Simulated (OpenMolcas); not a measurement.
**BGeSiH4F: a line through the functionals**

The species is BGeSiH4F (8 atoms), meant as a singlet with charge 0. As SMILES, `F[SiH]1[BH][GeH2]1`. The coordinates come from a PBE0-D4/def2-TZVP relaxation.

The vertical energy of the triplet above the singlet y, in eV, basis def2-SVP; a is the functional's share of exact exchange. Programs: OpenMolcas 26.06.

| functional | program | a | y (eV) |
| --- | --- | --- | --- |
| BLYP | OpenMolcas | 0 | 2.04 |
| PBE | OpenMolcas | 0 | 1.96 |
| B3LYP | OpenMolcas | 0.2 | ? |
| PBE0 | OpenMolcas | 0.25 | 1.82 |
| BHLYP | OpenMolcas | 0.5 | 1.78 |

**Question.** Fit y = c + s·a to the known rows and predict B3LYP.

**Answer.** 
1. Means of the 4 rows: a = 0.1875, y = 1.900.
2. Σ(Δa)² = 0.17188, Σ(Δa·Δy) = -0.08, so the slope is -0.08/0.17188 = -0.46544.
3. Intercept: 1.900 − (-0.46544) × 0.1875 = 1.987. The largest residual of the fit is 0.053.
4. B3LYP: 1.987 + (-0.46544) × 0.2 = 1.89 eV.

The run gave 1.94 eV, so the prediction is off by -0.05 eV, within the largest residual. Exact exchange favours the state with more unpaired electrons. The rows mix families of semi-local functionals, which the line can't see.
